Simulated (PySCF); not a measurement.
GaO⁺: from constants to spectrum

UHF-CCSD(T) constants of GaO⁺, ³Σ⁻ (triplet), unpaired electrons π ↑↑ (PySCF, spin-free X2C with a Gaussian nucleus, basis sets Ga x2c-SVPall, O x2c-SVPall; masses 68.9256 and 15.9949 u):

* ωe: 125.6 cm⁻¹
* ωexe: 1.87 cm⁻¹
* Be: 0.16377 cm⁻¹
* αe: 0.00341 cm⁻¹
* D (centrifugal): 1.11e-06 cm⁻¹
* De to Ga⁺ + O: 0.283 eV

Question: Give the vibrational terms G(v) and spacings up to v = 3.

Answer: G(v) = ωe(v+½) − ωexe(v+½)².

```tsv
v	G(v) (cm⁻¹)	G(v) − G(v−1)	Bv (cm⁻¹)
0	62		0.1621
1	184	122	0.1587
2	302	118	0.1552
3	417	114	0.1518
```

Question: How well does the Morse estimate ωe²/(4ωexe) reproduce De, and what is D0?

Answer: It gives 0.261 eV, 92 % of the computed De. D0 = De − G(0) = 0.283 − 0.008 = 0.275 eV.

Correlated steps freeze 10 core orbitals. The bond is weak. Basis-set superposition, not corrected here, can be much of De in a small basis, most of all at correlated wavefunction levels. Spin–orbit coupling is left out. For an ion De counts to the pair picked by the measured ionisation energies or electron affinities, which need not be the lowest pair at this level. The state is the lowest determinant that a PBE0 search found; another state may lie lower at other levels.
